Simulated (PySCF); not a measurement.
PySCF job for H₁₀N₂Si₃, SMILES [SiH2]([SiH3])N[SiH2]N, PBE0-D3(BJ)/def2-SVP. Geometry optimised at PBE0-D3(BJ)/def2-SVP. The structure was generated by enumeration, and PubChem lists no compound with its InChIKey, so it may never have been made. The values are those of a single conformer.

```python
import numpy as np
from pyscf import gto, scf, dft, df
from pyscf.hessian import thermo

mol = gto.M(
    atom='''
    N    -2.89626601    0.76339371   -0.53221294
    Si   -2.03440572   -0.45115328    0.33586273
    N    -0.41177641    0.09827473    0.63824002
    Si    1.10958999   -0.72291861    0.41307868
    Si    2.59367537    0.70426969   -0.71625893
    H    -3.89007438    0.88842822   -0.38223077
    H    -2.61957063    1.04780749   -1.46472807
    H    -1.84565547   -1.77103553   -0.34577193
    H    -2.85391276   -0.66372805    1.56996362
    H    -0.35277339    1.03563318    1.03122127
    H     0.85170025   -1.94784709   -0.40261646
    H     1.74945743   -1.15936563    1.69860283
    H     2.71630622    2.00027184    0.02595088
    H     2.07655545    1.00893665   -2.08777580
    H     3.96022894    0.10645045   -0.84235961
    ''',
    basis='def2-SVP',
    charge=0,
    spin=0,
    max_memory=1600,
    verbose=3,
)
mf = dft.RKS(mol, xc='pbe0').density_fit(auxbasis='def2-universal-jkfit')
mf.disp = 'd3bj'
mf.grids.level = 3
mf.conv_tol = 1e-11
mf.max_cycle = 100
mf.kernel()

# [left out here: the lines that compute and print the analytic Hessian (its translational invariance restored by hand, since the grid's response is missing), thermochemistry and intensities]
```

Output:

```
converged SCF energy = -983.210509046159

WARN: DFTD3 does not support analytical Hessian, using finite difference


WARN: Mole.unit (angstrom) is changed to Bohr

Mode                                 0                   1                   2
Irrep
Freq [cm^-1]                       26.8665             48.3801             95.2798
Reduced mass [au]                   3.8210              2.6902              1.2487
Force const [Dyne/A]                0.0016              0.0037              0.0067
Char temp [K]                      38.6549             69.6081            137.0864
Normal mode                   x     y     z       x     y     z       x     y     z
       0   N                 0.09  0.06 -0.02    0.07 -0.04 -0.11    0.02  0.03  0.01
       1  Si                 0.02 -0.01 -0.04   -0.00  0.03  0.07    0.00  0.02  0.01
       2   N                 0.00 -0.05  0.11    0.02 -0.02  0.05    0.02 -0.02 -0.06
       3  Si                 0.02 -0.01  0.06   -0.01 -0.04 -0.05    0.02 -0.05 -0.01
       4  Si                -0.08  0.01 -0.05   -0.03  0.03  0.02   -0.04  0.02  0.01
       5   H                 0.08  0.06 -0.08    0.07  0.02 -0.16    0.03  0.06  0.03
       6   H                 0.16  0.12  0.02    0.12 -0.17 -0.14    0.01 -0.01 -0.01
       7   H                 0.04  0.04 -0.12   -0.05 -0.06  0.24   -0.06 -0.01  0.05
       8   H                -0.07 -0.08 -0.11   -0.04  0.23  0.08    0.03  0.07  0.04
       9   H                -0.02 -0.08  0.17    0.06 -0.01  0.03    0.05  0.01 -0.12
      10   H                 0.02 -0.03  0.09   -0.06  0.03 -0.14    0.03 -0.06  0.01
      11   H                 0.08  0.04  0.04    0.02 -0.15 -0.10   -0.01 -0.02  0.01
      12   H                -0.08  0.03 -0.08    0.01 -0.03  0.12   -0.49  0.18 -0.19
      13   H                -0.17 -0.03 -0.02   -0.07  0.16  0.06    0.17 -0.34 -0.15
      14   H                -0.07  0.05 -0.12   -0.04  0.03 -0.08    0.13  0.32  0.40
Mode                                 3                   4                   5
Irrep
Freq [cm^-1]                      136.9832            180.3060            204.4420
Reduced mass [au]                   2.1631              2.4904              2.0479
Force const [Dyne/A]                0.0239              0.0477              0.0504
Char temp [K]                     197.0884            259.4202            294.1466
Normal mode                   x     y     z       x     y     z       x     y     z
       0   N                 0.01 -0.01 -0.01    0.09  0.07  0.03    0.04 -0.01  0.03
       1  Si                -0.02 -0.02  0.01   -0.06 -0.05  0.04    0.06 -0.02  0.00
       2   N                -0.04 -0.02  0.13   -0.04 -0.05 -0.09    0.01  0.12 -0.02
       3  Si                -0.03  0.05 -0.05    0.01  0.03  0.00   -0.06  0.00 -0.02
       4  Si                 0.06 -0.01 -0.02    0.02  0.01 -0.01   -0.04 -0.02  0.02
       5   H                -0.01 -0.05 -0.10    0.03 -0.07 -0.27   -0.05 -0.36 -0.31
       6   H                 0.09  0.03  0.03    0.32  0.10  0.10    0.25  0.13  0.14
       7   H                 0.04  0.00 -0.02   -0.16 -0.10  0.10    0.18  0.00 -0.01
       8   H                -0.09 -0.06 -0.04   -0.06  0.03  0.05    0.05 -0.15 -0.03
       9   H                -0.06 -0.06  0.24   -0.08  0.01 -0.22    0.01  0.12 -0.03
      10   H                -0.07  0.10 -0.12    0.11 -0.04  0.07   -0.15  0.05 -0.07
      11   H                 0.04 -0.04 -0.11   -0.00  0.14  0.05   -0.10 -0.10 -0.03
      12   H                -0.04  0.09 -0.17    0.09 -0.00  0.01   -0.08 -0.02  0.02
      13   H                 0.30 -0.19 -0.15    0.03  0.06 -0.00   -0.05 -0.03  0.02
      14   H                 0.07 -0.05  0.30   -0.01 -0.05 -0.02   -0.02  0.01  0.02
Mode                                 6                   7                   8
Irrep
Freq [cm^-1]                      302.7127            356.5803            363.9787
Reduced mass [au]                   1.4813              1.0704              1.2841
Force const [Dyne/A]                0.0800              0.0802              0.1002
Char temp [K]                     435.5361            513.0397            523.6843
Normal mode                   x     y     z       x     y     z       x     y     z
       0   N                 0.09 -0.03 -0.00    0.00 -0.00  0.00    0.05  0.09  0.04
       1  Si                 0.02 -0.05  0.00    0.01  0.01 -0.00    0.02 -0.02 -0.01
       2   N                -0.01  0.04 -0.01    0.00  0.00  0.03   -0.01 -0.01  0.02
       3  Si                -0.04  0.03 -0.01   -0.02 -0.01 -0.03   -0.01  0.02 -0.01
       4  Si                -0.02 -0.01  0.01   -0.01 -0.01 -0.02   -0.02 -0.01  0.01
       5   H                 0.23  0.58  0.40   -0.00 -0.03  0.00   -0.01 -0.29  0.00
       6   H                -0.01  0.00 -0.02   -0.02 -0.01 -0.01   -0.32 -0.65 -0.31
       7   H                 0.05 -0.03 -0.01    0.04  0.02 -0.02   -0.05  0.00 -0.07
[...]
      11   H                -0.02  0.04  0.01    0.00 -0.00  0.00    0.41 -0.27  0.82
      12   H                -0.01 -0.00  0.01   -0.00  0.00  0.00   -0.01 -0.12 -0.07
      13   H                -0.02 -0.01  0.00   -0.00 -0.00  0.00   -0.00  0.01 -0.02
      14   H                -0.00 -0.02  0.02    0.00 -0.00 -0.00   -0.11  0.05  0.01
Mode                                30                  31                  32
Irrep
Freq [cm^-1]                     2203.7153           2207.5947           2216.1124
Reduced mass [au]                   1.0479              1.0254              1.0442
Force const [Dyne/A]                2.9982              2.9444              3.0215
Char temp [K]                    3170.6556           3176.2372           3188.4924
Normal mode                   x     y     z       x     y     z       x     y     z
       0   N                -0.00 -0.00  0.00    0.00 -0.00  0.00   -0.00 -0.00  0.00
       1  Si                -0.01  0.02  0.03   -0.00  0.01  0.00   -0.00 -0.00  0.00
       2   N                 0.00  0.00  0.00    0.00  0.00 -0.00    0.00  0.00  0.00
       3  Si                -0.00 -0.00 -0.00    0.00 -0.00  0.00    0.00  0.01  0.00
       4  Si                -0.00 -0.00  0.00    0.01  0.02  0.00    0.01 -0.02 -0.03
       5   H                -0.00  0.00  0.00    0.00  0.00  0.00    0.00 -0.00  0.00
       6   H                 0.00 -0.00  0.00   -0.00  0.00 -0.00    0.00 -0.00  0.00
       7   H                 0.10 -0.74 -0.38    0.03 -0.18 -0.09   -0.00  0.01  0.01
       8   H                 0.24  0.07 -0.36   -0.01  0.00  0.02    0.08  0.02 -0.12
       9   H                 0.00  0.00  0.00    0.00 -0.00  0.00   -0.00  0.00  0.00
      10   H                 0.03  0.13  0.09    0.01  0.02  0.01   -0.04 -0.21 -0.14
      11   H                 0.01 -0.01  0.01   -0.05  0.04 -0.12    0.01  0.01  0.01
      12   H                 0.01  0.12  0.07   -0.06 -0.70 -0.41    0.04  0.41  0.22
      13   H                -0.03  0.01 -0.07    0.14 -0.06  0.34    0.23 -0.14  0.59
      14   H                 0.06 -0.03 -0.01   -0.30  0.14  0.03   -0.45  0.19  0.03
Mode                                33                  34                  35
Irrep
Freq [cm^-1]                     2217.0369           2222.9991           2234.8204
Reduced mass [au]                   1.0333              1.0507              1.0407
Force const [Dyne/A]                2.9924              3.0591              3.0624
Char temp [K]                    3189.8225           3198.4008           3215.4090
Normal mode                   x     y     z       x     y     z       x     y     z
       0   N                 0.00  0.00 -0.00   -0.00  0.00 -0.00   -0.00 -0.00 -0.00
       1  Si                 0.01  0.02 -0.02    0.00  0.00 -0.00    0.00  0.01  0.00
       2   N                 0.00 -0.00  0.00    0.00 -0.00  0.00   -0.00  0.00 -0.00
       3  Si                -0.00 -0.00 -0.00   -0.00  0.00 -0.00    0.01  0.03  0.02
       4  Si                 0.01 -0.01 -0.00   -0.03  0.02 -0.02   -0.00  0.00  0.01
       5   H                 0.00  0.01 -0.01   -0.00  0.00 -0.00   -0.00  0.00 -0.00
       6   H                -0.01  0.00 -0.01   -0.00  0.00 -0.00   -0.00  0.00 -0.00
       7   H                 0.06 -0.35 -0.20    0.01 -0.05 -0.03    0.03 -0.18 -0.09
       8   H                -0.46 -0.12  0.70   -0.07 -0.02  0.10   -0.04 -0.01  0.06
       9   H                 0.00  0.00  0.00    0.00  0.00 -0.00   -0.00  0.00  0.00
      10   H                 0.02  0.09  0.06    0.01  0.03  0.02   -0.16 -0.76 -0.51
      11   H                 0.04 -0.03  0.07    0.05 -0.03  0.10    0.01  0.01  0.01
      12   H                 0.02  0.15  0.09   -0.01 -0.01 -0.01   -0.01 -0.09 -0.05
      13   H                -0.00  0.00 -0.01    0.20 -0.12  0.56   -0.05  0.03 -0.14
      14   H                -0.16  0.07  0.01    0.67 -0.29 -0.07    0.13 -0.05 -0.01
Mode                                36                  37                  38
Irrep
Freq [cm^-1]                     3602.3355           3618.2351           3722.2186
Reduced mass [au]                   1.0743              1.0501              1.0968
Force const [Dyne/A]                8.2138              8.0998              8.9532
Char temp [K]                    5182.9587           5205.8348           5355.4439
Normal mode                   x     y     z       x     y     z       x     y     z
       0   N                 0.00 -0.00  0.00   -0.03  0.02 -0.04   -0.06 -0.01  0.05
       1  Si                 0.00 -0.00 -0.00    0.00 -0.00  0.00   -0.00 -0.00  0.00
       2   N                -0.00 -0.06 -0.03    0.00 -0.00 -0.00    0.00  0.00  0.00
       3  Si                -0.00 -0.00 -0.00   -0.00  0.00 -0.00    0.00 -0.00 -0.00
       4  Si                 0.00  0.00  0.00   -0.00 -0.00  0.00   -0.00  0.00 -0.00
       5   H                -0.01  0.00  0.00    0.64 -0.08 -0.12    0.69 -0.09 -0.10
       6   H                 0.00  0.00 -0.01   -0.21 -0.21  0.66    0.17  0.18 -0.59
       7   H                -0.00  0.00  0.00    0.00 -0.00  0.00    0.00 -0.00  0.00
       8   H                 0.00  0.00  0.00   -0.00  0.00  0.00    0.00  0.00 -0.00
       9   H                 0.06  0.89  0.37    0.00  0.01  0.00   -0.00  0.00  0.00
      10   H                -0.00  0.00  0.00    0.00  0.00 -0.00   -0.00  0.00  0.00
      11   H                -0.00  0.00 -0.00    0.00  0.00  0.00   -0.00  0.00  0.00
      12   H                 0.00 -0.00 -0.00    0.00  0.00 -0.00    0.00 -0.00  0.00
      13   H                -0.00 -0.00  0.00   -0.00  0.00 -0.00    0.00 -0.00  0.00
      14   H                -0.00 -0.00  0.00    0.00  0.00 -0.00    0.00 -0.00  0.00
temperature 298.1500 [K]
pressure 101325.00 [Pa]
Rotational constants [GHz] 5.06621 0.92521 0.82140
Symmetry number 1
Zero-point energy (ZPE) 0.10200 [Eh]   267813.171 [J/mol]
                           tot       elec      trans        rot        vib
Entropy [J/mol/K]       418.263      0.000    168.696    120.558    129.010
Cv [J/mol/K]            150.039      0.000     12.472     12.472    125.095
Cp [J/mol/K]            158.353      0.000     20.786     12.472    125.095
Internal energy [J/mol]                      3718.434   3718.434 287079.420
Internal energy [Eh]   -983.09833  -983.21051
Enthalpy [J/mol]                             6197.391   3718.434 287079.420
Enthalpy [Eh]          -983.09739
Gibbs free energy [J/mol]                  -44099.235 -32225.855 248615.130
Gibbs free energy [Eh] -983.14489
mode   freq/cm-1   IR/(km/mol)
   1       26.87         0.407
   2       48.38         1.150
   3       95.28         0.554
   4      136.98         0.624
   5      180.31         7.953
   6      204.44         8.021
   7      302.71        49.926
   8      356.58        22.648
   9      363.98       132.006
  10      424.21         4.927
  11      466.48        81.129
  12      510.10        22.733
  13      581.17        19.897
  14      590.05         3.348
  15      686.13        10.733
  16      707.72         4.019
  17      796.88       115.712
  18      812.28       575.142
  19      852.72         6.447
  20      878.84       125.853
  21      887.98         6.496
  22      928.36        43.562
  23      932.33        38.224
  24      940.31       245.622
  25      957.95       100.632
  26      963.58        82.160
  27      975.14       116.383
  28     1199.07       312.837
  29     1538.07        60.752
  30     2184.88       115.082
  31     2203.72       127.133
  32     2207.59        87.737
  33     2216.11        37.921
  34     2217.04       162.661
  35     2223.00       123.444
  36     2234.82       140.062
  37     3602.34        33.326
  38     3618.24        31.364
  39     3722.22        34.383
max |gradient| / (hartree/bohr): 3.704089122229804e-05
APT charges: [-0.8622  1.6448 -1.2133  1.1219  0.6411  0.1844  0.1959 -0.3061 -0.3267
  0.1882 -0.2465 -0.3104 -0.2348 -0.2348 -0.2417]
```

The run converged.
